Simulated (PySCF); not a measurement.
C₄H₄, SMILES C1C=CC=1.

The structure is a stationary point at PBE-D3(BJ)/def2-SVP.

The numbers are results of PBE-D3(BJ)/def2-SVP (PySCF), not measurements.

Frequencies are harmonic and unscaled.

Computed normal modes with their intensities:
| mode | ν (cm⁻¹) | IR (km/mol) | moving atoms (share of kinetic energy) |
|---|---|---|---|
| 1 | 515 | 0.0 | C 64 %, H 36 % |
| 2 | 570 | 108.3 | H 92 % |
| 3 | 572 | 0.0 | H 75 %, C 25 % |
| 4 | 698 | 7.3 | C 65 %, H 35 % |
| 5 | 810 | 0.0 | C 91 %, H 9 % |
| 6 | 856 | 0.0 | H 72 %, C 28 % |
| 7 | 864 | 0.0 | H 64 %, C 36 % |
| 8 | 935 | 0.0 | H 72 %, C 28 % |
| 9 | 1012 | 0.9 | H 92 % |
| 10 | 1084 | 0.0 | C 67 %, H 33 % |
| 11 | 1143 | 0.0 | H 72 %, C 28 % |
| 12 | 1207 | 37.9 | H 65 %, C 35 % |
| 13 | 1601 | 0.0 | C 93 % |
| 14 | 1610 | 1.6 | C 90 %, H 10 % |
| 15 | 3131 | 0.0 | H 93 % |
| 16 | 3148 | 7.8 | H 92 % |
| 17 | 3170 | 17.5 | H 90 %, C 10 % |
| 18 | 3179 | 0.0 | H 89 %, C 11 % |
